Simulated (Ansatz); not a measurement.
Reaction (atomization): `CO[SiH](C)O` → 2 C• + 8 H• + 2 O• + Si•

Gas-phase electronic energies from Ansatz, PBE0-D4/def2-TZVP geometries. CBS: MP2 limit from def2 TZ/QZ plus the TZ coupled-cluster correction, frozen cores. This one scheme is used for every species, atoms too. DFT in def2-TZVPP. B3LYP here is the variant with VWN-RPA as its local correlation; programs differ in this. No spin–orbit coupling; open shells (•) take unrestricted orbitals. Spin–orbit coupling would lower the free atoms: a little for C, O, Si. Each species was taken in one conformer, which may not be the lowest.

Q: What is ΔE at CCSD(T)/CBS? (Estimate.)

A: The calculation gave: +5010.3 kJ/mol.

Q: What do these levels give: PBE-D4, B3LYP-D4, B2PLYP, r2SCAN, PBE0, HF/def2-TZVPP, SCS-MP2/def2-TZVPP, CCSD/def2-TZVPP, CCSD(T)/def2-TZVPP, HF/def2-QZVPP, MP2/CBS(def2), CCSD/CBS(def2)? (Estimate.)

A: The calculation gave: PBE-D4 5046.8, B3LYP-D4 4988.3, B2PLYP 4945.6, r2SCAN 4995.1, PBE0 4950.7, HF/def2-TZVPP 3688.9, SCS-MP2/def2-TZVPP 4939.5, CCSD/def2-TZVPP 4820.7, CCSD(T)/def2-TZVPP 4881.8, HF/def2-QZVPP 3697.7, MP2/CBS(def2) 5082.3, CCSD/CBS(def2) 4949.2 kJ/mol.

Largest T1 diagnostic among the species: 0.012.

In def2-TZVPP, CCSD(T) changes the Hartree–Fock value by +1192.9 kJ/mol (the triples alone add +61.1 kJ/mol) and MP2 by +1264.9 kJ/mol; breaking electron pairs costs correlation energy, which Hartree–Fock lacks. From PBE to PBE0 (25 % exact exchange), in def2-TZVPP and without D4, ΔE moves by −72.6 kJ/mol: exact exchange takes away binding that semilocal exchange gives to molecules.

For atomizations the MP2-based limit and the directly extrapolated one differ by several kJ/mol either way, and by 10 to 25 for some Ge, Se and Sn compounds, so smaller differences from it don't rank the levels.
